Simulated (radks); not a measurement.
Values are calculated unless marked as measured or tabulated.
The tin ion Sn+, 49 electrons, occupied as [Kr] 4d10 5s2 5p1 (the NIST ground configuration).

Level of theory: scalar-relativistic Kohn-Sham, PBE, spin-polarised, spherical densities, point nucleus; open shells are filled with parallel spins first (spin-orbit coupling, left out, can overturn this in heavy ions) (a radial shooting solver on a logarithmic mesh with Libxc functionals).

Energy parts (hartree):
part                        energy
total                  -6176.95721
kinetic                 6449.35617
electron-nucleus      -14923.00319
Hartree                 2461.25914
exchange-correlation    -164.56932

Orbitals (lengths in bohr, moments of r in powers of bohr):
| orbital | occ. | eigenvalue (hartree) | <r^4> | <r^2> |
|---|---|---|---|---|
| 1s up | 1 | -1066.550 | 3.405e-06 | 0.001143 |
| 1s down | 1 | -1066.549 | 3.405e-06 | 0.001143 |
| 2s up | 1 | -161.2593 | 0.0005924 | 0.01857 |
| 2s down | 1 | -161.2591 | 0.0005924 | 0.01857 |
| 2p up | 3 | -144.7902 | 0.0004262 | 0.01466 |
| 2p down | 3 | -144.7897 | 0.0004262 | 0.01466 |
| 3s up | 1 | -31.35549 | 0.02645 | 0.1317 |
| 3s down | 1 | -31.35492 | 0.02645 | 0.1317 |
| 3p up | 3 | -25.97400 | 0.02800 | 0.1323 |
| 3p down | 3 | -25.97335 | 0.02800 | 0.1323 |
| 3d up | 5 | -17.69112 | 0.02549 | 0.1175 |
| 3d down | 5 | -17.69054 | 0.02549 | 0.1175 |
| 4s up | 1 | -5.21492 | 0.8571 | 0.7583 |
| 4s down | 1 | -5.21357 | 0.8562 | 0.7581 |
| 4p up | 3 | -3.58959 | 1.252 | 0.8972 |
| 4p down | 3 | -3.58806 | 1.247 | 0.8963 |
| 4d up | 5 | -1.24318 | 3.824 | 1.435 |
| 4d down | 5 | -1.23902 | 3.721 | 1.421 |
| 5s up | 1 | -0.66700 | 56.61 | 6.048 |
| 5s down | 1 | -0.63915 | 56.13 | 6.004 |
| 5p up | 1 | -0.39023 | 147.5 | 9.562 |
| 5p down | 0 | -0.36000 | 151.6 | 9.659 |
| 6s up | 0 | -0.16349 | 2189 | 38.86 |

The highest occupied level is 5p up at -10.619 eV. For comparison, the ionisation energy in NIST's Atomic Spectra Database is 14.633 eV (measured). In exact Kohn-Sham theory the highest level is minus the ionisation energy, but local and semilocal functionals leave it too shallow, through self-interaction and a potential that decays too fast; potentials with the right tail come closer. Summed over all electrons, <r^2> = 45.15 bohr^2, which gives a Langevin (diamagnetic) susceptibility term of -35.8 x 10^-6 cm^3/mol.
